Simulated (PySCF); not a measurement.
Compound: C5H5FO2.
Atom-mapped SMILES: `[CH3:1][O:2][c:3]1[o:4][cH:5][cH:6][c:7]1[F:8]` (hydrogens: H9, H10, H11 on C1; H12 on C5; H13 on C6)

The geometry is computed with GFN2-xTB (gas phase).

(1) List the bond lengths, angles and torsions at this level.

Answers

(1) 
| bond | length (pm) | order |
| --- | --- | --- |
| C1–O2 | 141.5 | single |
| O2–C3 | 134.0 | single |
| C3–O4 | 134.5 | aromatic |
| O4–C5 | 135.7 | aromatic |
| C5–C6 | 135.6 | aromatic |
| C6–C7 | 141.6 | aromatic |
| C7–F8 | 134.0 | single |
| C3–C7 | 136.8 | aromatic |
| C1–H9, C1–H10, C1–H11 | 109.1 | single |
| C5–H12 | 107.0 | single |
| C6–H13 | 106.9 | single |

Bonds in one row agree within 1 pm and their mean is given. Orders are formal, as drawn. A selection of angles:
| angle | degrees |
| --- | --- |
| C1–O2–C3 | 115.7 |
| O2–C3–O4 | 120.9 |
| O2–C3–C7 | 129.7 |
| O4–C3–C7 | 109.4 |
| C3–O4–C5 | 107.5 |
| O4–C5–C6 | 110.7 |
| C5–C6–C7 | 105.4 |
| C6–C7–F8 | 126.3 |
| C3–C7–C6 | 107.1 |
| C3–C7–F8 | 126.6 |

Torsions: C1–O2–C3–O4 0° (synperiplanar).

The C–C distances run from 1.356 Å (C5–C6, aromatic) to 1.416 Å (C6–C7, aromatic), a spread of 0.060 Å. The 8 heavy atoms lie in one plane (0.001 Å rms). The 5-membered ring C3–O4–C5–C6–C7 has internal angles of 105.4° to 110.7° (sum 540°, against 540° for a flat polygon); it is planar, 0.00 Å rms from its mean plane, widest ring torsion 0°. The 4 C–O bonds span 1.340 Å (O2–C3, drawn single) to 1.415 Å (C1–O2, drawn single), a spread of 0.075 Å. Of the pairs four or more bonds apart, O4···H11 is among the closest relative to their van der Waals radii: 2.62 Å, 96 % of the sum of Bondi's values.

Point group: Cs (every atom within 0.08 Å of its image). Whether it is a minimum is left open (no frequencies). One conformer, not necessarily the lowest.
